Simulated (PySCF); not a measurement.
Mg(H)(OH) (H2MgO), SMILES [OH][MgH].

The structure is a stationary point at B3LYP-D3(BJ)/def2-TZVPD.

These are PySCF with TDDFT-PBE0/def2-TZVPD values and carry that method's errors.

Vertical excitations; the highest root listed may be one member of a degenerate set. The molecule is in vacuum. State labels are in the subgroup C2v.

Computed excitation energies, oscillator strengths and character:
| state | symmetry | energy (eV) | λ (nm) | f | main pairs |
|---|---|---|---|---|---|
| S1 | B2 | 5.86 | 212 | 0.041 | HOMO→LUMO (degenerate set) |
| S2 | B1 | 5.86 | 212 | 0.041 | HOMO−1→LUMO (degenerate set) |
| S3 | A1 | 6.59 | 188 | 0.000 | HOMO−1→LUMO+1, HOMO→LUMO+2 (degenerate set) |
| S4 | A2 | 6.59 | 188 | 0.000 | HOMO−1→LUMO+2, HOMO→LUMO+1 (degenerate set) |
| S5 | A2 | 6.60 | 188 | 0.000 | HOMO→LUMO+1 49 %, HOMO−1→LUMO+2 49 % |
| S6 | A1 | 6.67 | 186 | 0.164 | HOMO−2→LUMO 89 % |
| S7 | B1 | 6.76 | 183 | 0.265 | HOMO−2→LUMO+1 (degenerate set) |
| S8 | B2 | 6.76 | 183 | 0.265 | HOMO−2→LUMO+2 (degenerate set) |
| S9 | A1 | 7.14 | 174 | 0.157 | HOMO→LUMO+2 45 %, HOMO−1→LUMO+1 45 %, HOMO−2→LUMO 8 % |
| S10 | B1 | 7.67 | 162 | 0.005 | HOMO−1→LUMO+4 50 %, HOMO−1→LUMO+3 48 % |
| T1 | A1 | 5.17 | 240 | 0 | HOMO−2→LUMO 90 % |
| T2 | B1 | 5.55 | 223 | 0 | HOMO−1→LUMO (degenerate set) |
| T3 | B2 | 5.55 | 223 | 0 | HOMO→LUMO (degenerate set) |
| T4 | B1 | 5.91 | 210 | 0 | HOMO−2→LUMO+1 91 % |
Triplets are in the Tamm–Dancoff approximation, which puts them higher than full response would, so one can lie above its singlet here.
